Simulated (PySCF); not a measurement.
C2H9AlN2O (SMILES C[NH][Al]([OH])[NH]C), singlet, at a GFN2-xTB geometry (such geometries of metal compounds can be far from the true shape).

PySCF was given this input:
```python
from pyscf import gto, scf, dft
from pyscf.prop import polarizability

mol = gto.M(
    atom='''
Al    0.146776    0.351999    0.275303
N    -1.325968   -0.580541   -0.134635
C    -2.683190   -0.463924    0.370861
H    -1.259757   -1.319121   -0.822556
H    -3.014173   -1.389069    0.856721
H    -3.393178   -0.225146   -0.429393
H    -2.715204    0.338338    1.106335
N     1.693394   -0.039845   -0.535086
C     2.028489   -1.035589   -1.534974
H     2.508151    0.506276   -0.280950
H     2.786746   -1.737238   -1.168275
H     2.407876   -0.573729   -2.453932
H     1.134728   -1.603461   -1.785511
O     0.109069    1.562765    1.382148
H     0.120397    2.264824    2.014167
''',
    basis='6-31g',
    charge=0,
    spin=0,
    verbose=3,
)

mf = dft.RKS(mol)
mf.xc = 'camb3lyp'
mf.kernel()
alpha = mf.Polarizability().polarizability()[2, 2]
print('alpha_zz =', alpha)
```

Give the number of basis functions at the level CAMB3LYP/6-31G, polarisability run with PySCF.

76

Give the HOMO energy at the level CAMB3LYP/6-31G, polarisability.

-7.01 eV

Estimate the nuclear repulsion energy that CAMB3LYP/6-31G, polarisability returns for this input.

294.7104 Eh

Give the HOMO-LUMO gap at the level CAMB3LYP/6-31G, polarisability.

8.61 eV

What is the computed Mulliken (on the basis functions themselves) charges in atom order (CAMB3LYP/6-31G, polarisability)?

Al1 1.43, N2 -0.92, C3 -0.21, H4 0.29, H5 0.13, H6 0.13, H7 0.15, N8 -0.92, C9 -0.21, H10 0.30, H11 0.13, H12 0.13, H13 0.13, O14 -0.95, H15 0.40
